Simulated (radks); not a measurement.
Results of a calculation; reference values are marked as such.
The platinum ion Pt2+, 76 electrons, occupied as [Xe] 4f14 5d8. Level of theory: Dirac Kohn-Sham, BLYP, spin-unpolarised, spherical densities, point nucleus; open shells fill j = l - 1/2 first (a radial shooting solver on a logarithmic mesh with Libxc functionals).

X-ray form factor f0, the Fourier transform of the density (f0(0) = 76):

sin(theta)/lambda (1/angstrom)  f0 (electrons)
0.05                                    75.228
0.1                                     73.072
0.15                                    69.923
0.2                                     66.242
0.25                                    62.409
0.3                                     58.673
0.4                                     51.935
0.5                                     46.291
0.6                                     41.555
0.8                                     33.916
1                                       27.928
1.25                                    22.358
1.5                                     18.653
2                                       14.600
